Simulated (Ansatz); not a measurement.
Start from `[Cl][Sn]([Cl])([Cl])[c]1ccccc1` and change one atom or group to get `[AlH2][c]1ccccc1`.

Ansatz, PBE0-D4/def2-TZVP geometries, multiplicity 1. Each molecule was computed in one conformer, which needn't be the lowest.

Elements past krypton have def2 core potentials.

| property | `[Cl][Sn]([Cl])([Cl])[c]1ccccc1` |
| --- | --- |
| size of the dipole moment (B3LYP/def2-TZVPP) / D | 4.38 |
| HOMO energy (ωB97M-V/def2-TZVPP) / eV | -10.17 |
| HOMO energy (PBE/def2-TZVPP) / eV | -7.10 |
| LUMO energy (PBE0/def2-TZVPP) / eV | -1.95 |
| HOMO–LUMO gap (ωB97M-V/def2-TZVPP) / eV | 10.25 |
| size of the dipole moment (ωB97M-V/def2-TZVPP) / D | 4.27 |

Q: Give the same properties after the change, and the shifts. (Best estimate.)

A: Ansatz gave: 
| property | `[AlH2][c]1ccccc1` | shift |
| --- | --- | --- |
| size of the dipole moment (B3LYP/def2-TZVPP) / D | 1.11 | -3.27 |
| HOMO energy (ωB97M-V/def2-TZVPP) / eV | -9.48 | 0.69 |
| HOMO energy (PBE/def2-TZVPP) / eV | -6.45 | 0.65 |
| LUMO energy (PBE0/def2-TZVPP) / eV | -1.65 | 0.30 |
| HOMO–LUMO gap (ωB97M-V/def2-TZVPP) / eV | 9.49 | -0.76 |
| size of the dipole moment (ωB97M-V/def2-TZVPP) / D | 1.03 | -3.24 |

With PBE0 the HOMO rises by 0.69 eV and the LUMO rises by 0.30 eV, so the gap narrows by about 0.39 eV. PBE moves the HOMO by 0.65 eV and ωB97M-V by 0.69 eV. Dipoles are sizes alone; their direction can turn.

Positive LUMOs are unbound, so they and the gaps depend on the basis.

B3LYP here is the variant with VWN-RPA as its local correlation; programs differ in this.
